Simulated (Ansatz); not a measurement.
The Bi1–H2 bond of BiClH2 (SMILES [Cl][BiH2]) is stretched (multiplicity 1, the rest rigid).
Geometry at rest (charge 0, multiplicity 1):
```xyz
4

Bi    -0.267    -0.214     0.228
H     -1.657     0.355    -0.769
H     -0.107    -1.656    -0.842
Cl     1.409     1.123    -1.016
```

Correlated levels freeze the cores. Filled d and f shells under p-block atoms count as core.

The values were computed with Ansatz (Gaussian orbitals). Values without a source in brackets are computed. In def2 rows elements past Kr take small-core potentials, without spin–orbit coupling.

FIC-MRCISD+Q on CASSCF(2,2)/def2-TZVPP, total energies (hartree):

```
R (Å)       CASSCF       MRCISD  weight c² of the reference
-----  -----------  -----------  --------------------------
1.802  -674.265163  -674.562041                     0.88897
3.154  -674.192847  -674.481358                     0.88916
5.767  -674.179863  -674.466467                     0.88980
```

Q: Add the Davidson correction (E_MRCISD − E_CASSCF)(1 − c²)/c² and give the energies above the first point at the three levels.

A: 
Corrections (hartree): -0.037080, -0.035966, -0.035497. Above the first point (kcal/mol):
- R = 3.154 Å: CASSCF 45.4, MRCISD 50.6, with the correction 51.3
- R = 5.767 Å: CASSCF 53.5, MRCISD 60.0, with the correction 61.0

Ansatz is an electronic-structure program.
